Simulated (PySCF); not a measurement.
Method: PBE0-D4/def2-TZVP (PySCF). Isolated molecules, 0 K electronic values unless said otherwise. Excitations are Tamm–Dancoff values on a coarser integration grid. The basis has no diffuse functions, so Rydberg states are missing or too high.

Reference species (SMILES): `[Br][Ga]([F])[F]` (neutral, multiplicity 1).

```json
{
  "T1 excitation (TDA)": "5.34 eV",
  "HOMO–LUMO gap": "7.21 eV",
  "S1 oscillator strength": "0.016"
}
```

Changed species: `[Br][Ga]([Br])[Br]` (3 of 3 F replaced by Br; the reference has 1 of 3 F replaced by Br).

Question: What does the change do to the T1 excitation (TDA), HOMO–LUMO gap and S1 oscillator strength?

Answer: the T1 excitation (TDA) falls by 0.51 eV, to 4.83 eV; the HOMO–LUMO gap falls by 0.73 eV, to 6.48 eV; the S1 oscillator strength decreases by 0.016, to 0.000.
